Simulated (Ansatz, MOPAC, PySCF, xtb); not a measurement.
Pair of molecules: AsH3 (SMILES [AsH3]) (first 4 atoms) with HI (SMILES I); geometry from B3LYP-D3(BJ)/def2-TZVP, rigid monomers moved along the line of their centres of mass till As1···H6 is 3.11 Å.
(charge 0, multiplicity 1):
```xyz
6

As     0.033     0.584     0.372
H     -0.773     1.779    -0.116
H     -0.226    -0.216    -0.896
H      1.345     1.148    -0.152
I     -0.431    -1.225     4.722
H     -0.273    -0.605     3.226
```

Monomers are frozen at their geometry in the pair; levels with a basis set take the counterpoise correction.

The state reached by PM3, PM7 isn't checked; PM7 holds dispersion and hydrogen-bond terms.

Programs: Ansatz (a program for electronic structure) with Gaussian orbitals; MOPAC for PM3, PM7 (differences of heats of formation); PySCF for the dispersion terms; xtb for the GFN methods.  In def2 rows elements past Kr take small-core potentials, without spin–orbit coupling.

**Question.** One of these levels gives -26.4 meV for the interaction energy. Which one is it?
A. GFN1-xTB
B. PM7
C. PBE-D4/def2-TZVPPD
D. PM3

**Answer.** D, PM3. The others give -73.8 (PM7), -42.5 (GFN1-xTB), -95.3 (PBE-D4/def2-TZVPPD)
